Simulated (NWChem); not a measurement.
CH$_{4}$OSi, singlet; SMILES [SiH]OC

Program: NWChem. Low-valent species are run as closed-shell singlets; no triplet was tried in these runs. The geometry was optimised at PBE0/def2-SVP. Gas phase, vertical. One conformer.

B3LYP/def2-SVPD, TDA puts singlet state 3 at 5.74 eV with oscillator strength 0.053.

**Question.** Give the wavelength, the transition dipole and the radiative lifetime of that state in vacuum.

**Answer.** 
1. λ = 1239.84/5.74 = 216 nm, or 46300 cm⁻¹.
2. f = (2/3) ΔE μ² in atomic units, so μ = √(1.5 f/ΔE) = 0.61 a.u. = 1.56 D.
3. τ = 1.499 s cm⁻² / (f ν²) = 13 ns, for a non-degenerate state that emits at the vertical energy; a higher state like this one mostly decays faster by other paths.
